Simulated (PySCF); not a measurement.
Br2H2O2Si, SMILES Br[Si](O)(O)Br. Atoms are numbered in the order given.

```xyz
7

O     -0.0773     1.3786     1.5867
Si     0.0000     0.0000     0.6888
O      0.0773    -1.3786     1.5867
Br    -1.8345     0.0060    -0.5579
Br     1.8345    -0.0060    -0.5579
H      0.7423     1.6648     2.0109
H     -0.7423    -1.6648     2.0109
```
Charge 0, spin multiplicity 1.

The structure is a stationary point at B3LYP-D3(BJ)/def2-SVP. The values are those of a single conformer.

Two levels are set side by side: PBE/pcSseg-1 (PySCF) and KT2/pcSseg-1 (PySCF). GIAO shifts against H2O (¹⁷O), TMS (²⁹Si), TMS (¹H) at the same level; non-relativistic, no solvent, atoms listed together averaged. Without spin–orbit terms, shifts of atoms bonded to Cl or Br come out too high at both levels. Differences are taken from unrounded values.

```csv
quantity,KT2,PBE,PBE minus KT2
"δ(¹⁷O) of O1, O3 (ppm)",120.8,122.9,2.1
δ(²⁹Si) of Si2 (ppm),-2.9,-4.5,-1.6
"δ(¹H) of H6, H7 (ppm)",3.16,3.10,-0.06
```

Rough cost on one machine, each run with all the roots and properties that it gave: KT2 against PBE within a factor of 2.
